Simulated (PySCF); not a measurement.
M06-2X on B⁻ (boron, charge -1), [He] 2s2 2p2, high-spin 3P determinant. All numbers are calculated (PySCF 2.14, the non-relativistic Hamiltonian (point nucleus), in aug-cc-pwCVDZ (5s4p2d, 27 functions)).

```
cycle= 1 E= -24.6569467136562  delta_E= -0.00202  |g|= 0.00941  |ddm|= 0.254
cycle= 2 E= -24.6570742733396  delta_E= -0.000128  |g|= 0.00817  |ddm|= 0.0601
cycle= 3 E= -24.6571406521893  delta_E= -6.64e-05  |g|= 0.00113  |ddm|= 0.0333
cycle= 4 E= -24.6571435911245  delta_E= -2.94e-06  |g|= 0.000177  |ddm|= 0.00996
cycle= 5 E= -24.657143712507  delta_E= -1.21e-07  |g|= 5.18e-05  |ddm|= 0.00141
cycle= 6 E= -24.6571437252024  delta_E= -1.27e-08  |g|= 7.49e-06  |ddm|= 0.000558
cycle= 7 E= -24.6571437254421  delta_E= -2.4e-10  |g|= 1.03e-06  |ddm|= 7.09e-05
converged SCF energy = -24.6571437254421  <S^2> = 2.0031027  2S+1 = 3.0020678
```

Highest occupied orbital energy: 0.681 eV; ⟨L²⟩ = 2.00; populations by l: s 4.00, p 2.00, d 0.00.

**Question.** Can this result be used?

**Answer.** With care. Self-consistency was reached. At M06-2X the highest occupied level has a positive energy, so only the finite basis holds that electron; in a semilocal or global hybrid functional this comes from self-interaction and does not mean that the real anion is unbound.
